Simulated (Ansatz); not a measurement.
Relaxation of CHBClGa (5 atoms, charge 0, multiplicity 1), to a largest force component of 0.015 eV/Å in at most 40 steps.

All numbers below come from RHF/def2-SVP in Ansatz 0.2.0.

```xyz
5
Properties=species:S:1:pos:R:3:forces:R:3
B -0.485 -2.095 1.295 -2.06 -3.34 1.74
C 0.136 -1.074 0.752 2.01 3.66 -1.94
Ga 0.211 0.561 -0.300 1.28 -0.68 0.94
Cl -1.402 1.218 -1.442 -1.10 0.40 -0.72
H 1.540 1.390 -0.305 -0.12 -0.04 -0.01
```

Where does it end, and by what steps?

The forces met the threshold. After 10 steps the energy has fallen by 0.479 eV; C2 moved furthest, 0.31 Å.

| step | energy less start (eV) | largest force component (eV/Å) | accepted |
| --- | --- | --- | --- |
| 0 | 0.0000 | 3.664 | yes |
| 1 | -0.2441 | 2.103 | yes |
| 2 | -0.3836 | 0.345 | yes |
| 3 | -0.4069 | 0.742 | yes |
| 4 | -0.4429 | 0.271 | yes |
| 5 | -0.4570 | 0.488 | yes |
| 6 | -0.4712 | 0.236 | yes |
| 7 | -0.4755 | 0.167 | yes |
| 8 | -0.4780 | 0.156 | yes |
| 9 | -0.4790 | 0.049 | yes |
| 10 | -0.4793 | 0.010 | yes |

```xyz
5
Properties=species:S:1:pos:R:3
B -0.296 -2.288 1.446
C -0.148 -0.991 0.658
Ga 0.252 0.619 -0.324
Cl -1.422 1.305 -1.491
H 1.613 1.355 -0.288
```

Whether the end is a true minimum wasn't checked by a vibrational analysis.

Time of the run: 12 s on 1 thread of AMD EPYC 9R45 96-Core Processor (Zen 5), on a shared host, peak memory 0.21 GiB.
